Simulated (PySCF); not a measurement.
# What a mistake does to a calculation on AlBCClH4

Calculated results; nothing here was measured. They come from PySCF 2.14.0, an open-source quantum chemistry program, on an isolated molecule that a program drew, which may never have been made. The molecule is AlBCClH4 (charge 0, doublet), drawn as the SMILES string `[BH][CH2][AlH][Cl]`.

Each row is a Hartree-Fock (HF) and frozen-core CCSD(T) single point in the cc-pV(D+d)Z basis, meant for a local HF minimum. Run 1 is clean. Each other run has one planted mistake out of seven kinds, and not every kind appears here: one electron removed, one electron added, multiplicity raised by two, geometry at a saddle point, minimal basis STO-3G, one bond length entered in bohr, all coordinates scaled. The reference is restricted for singlets and unrestricted otherwise, and also for a bond in bohr. Adding or removing an electron swaps singlet and doublet. Electrons count all cores. HOMO and LUMO are orbital energies over both spins, the gradient is its largest component, and the lowest frequency (negative if imaginary) is given only where the gradient is small. Bond lengths are over the 7 bonds as drawn. T1 is the CCSD diagnostic: over 0.02 (restricted) or 0.045 (unrestricted) a single reference is doubtful.

Geometry of the clean run:
```xyz
8
AlBCClH4, angstrom
B    -0.6628    1.5571    0.1259
C     0.6112    2.3970    0.2744
Al    2.1071    1.4811   -0.6199
Cl    2.2122    1.5196   -2.7322
H    -1.4723    1.5981   -0.7571
H     0.9578    2.4994    1.3083
H     0.5455    3.3792   -0.2138
H     3.2731    0.7705    0.1470
```

```
run,electrons,basis functions,<S^2>,HOMO (eV),LUMO (eV),gradient (hartree/bohr),lowest frequency (cm^-1),mean bond (Å),longest bond (Å),T1,HF (hartree),CCSD(T) (hartree),mistake
1,45,94,0.754,-8.86,1.04,1.7e-05,35,1.5109,2.115,0.0125,-766.32220,-766.78448,no fault
2,45,94,0.754,-8.40,1.56,1.0e-01,-,1.3643,1.910,0.0115,-766.24315,-766.70112,all coordinates scaled
3,44,94,0.000,-16.03,-6.34,8.3e-02,-,1.5109,2.115,0.0169,-766.04269,-766.50148,one electron removed
4,45,94,1.361,-9.20,0.59,2.9e-02,-,1.6501,2.115,0.0496,-766.20453,-766.66483,?
5,45,94,3.762,-6.00,-2.43,9.1e-02,-,1.5109,2.115,0.0342,-766.14342,-766.59836,?
```

**Which mistake was planted in run 4, and what did it cost?**

The mean bond changes by a factor of 1.092 and the longest by 1.000, so the molecule wasn't scaled as a whole. A length L in bohr read as angstrom grows by (1/0.5292 - 1) L = 0.890 L. The 7 bonds together grew by 7 x 0.1392 = 0.974 Å, which gives L = 1.095 Å. That is the length of one of the C-H bonds, 1.095 Å in the clean geometry. So the mistake is: one bond length entered in bohr. Subtracting run 1 and multiplying by 627.51 kcal/mol a hartree, the energy moved by 73.8 kcal/mol in HF and 75.1 kcal/mol in CCSD(T).

**Which mistake was planted in run 5, and what did it cost?**

Electrons, basis and geometry are unchanged, and <S^2> is 3.762, beside S(S+1) = 3.75 for a multiplicity of 4. So the mistake is: multiplicity raised by two. Subtracting run 1 and multiplying by 627.51 kcal/mol a hartree, the energy moved by 112.2 kcal/mol in HF and 116.8 kcal/mol in CCSD(T).

Cautions from the logs. Run 4: T1 is over the limit, so its CCSD(T) energy is less reliable.
